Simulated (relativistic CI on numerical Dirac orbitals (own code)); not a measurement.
**Ir7+: N6,7 absorption edge**

Computed with this model: Dirac-Coulomb-Breit CI, separate exchange-only KLI orbitals for each configuration, QED by a radiative potential, valence Slater integrals scaled by 0.7, multiplet model of core-to-valence dipole absorption; configurations [Xe] 4f14 5d2 → [Xe] 4f13 5d3; 10 K; Lorentzian 0.18 eV and Gaussian 0.3 eV FWHM. Energies are those of the free ion, without screening or charge transfer. The branching ratio is the share of the lower-energy edge in the whole absorption, uncertain by about 0.02 where the edges overlap. S is read from ⟨S²⟩ = S(S + 1).

Field parameters in Wybourne normalisation: Oh B⁴₀ = 21Dq, B⁴₄ = √(5/14) B⁴₀. The field is a parameter set, without covalency.

free ion: ground-state S = 0.91, centroid 71.19 eV. Peaks (eV, height): 68.5 (7), 69.4 (20), 70.0 (33), 70.9 (100), 71.8 (71), 73.5 (14).

Oh, 10Dq = 10000 cm⁻¹: ground-state S = 0.93, centroid 71.30 eV. Peaks (eV, height): 69.2 (23), 70.8 (100), 71.8 (62).

Strongest unbroadened transitions for Oh, 10Dq = 10000 cm⁻¹:

```tsv
Energy (eV)	Relative strength
69.19	31.7
69.21	24.0
70.03	14.3
70.18	14.8
70.72	13.3
70.73	61.8
70.79	100.0
70.83	96.8
70.90	47.5
70.93	44.3
71.23	21.0
71.54	11.4
71.70	17.4
71.78	59.7
71.87	65.8
71.91	16.2
72.04	42.0
72.97	14.9
```
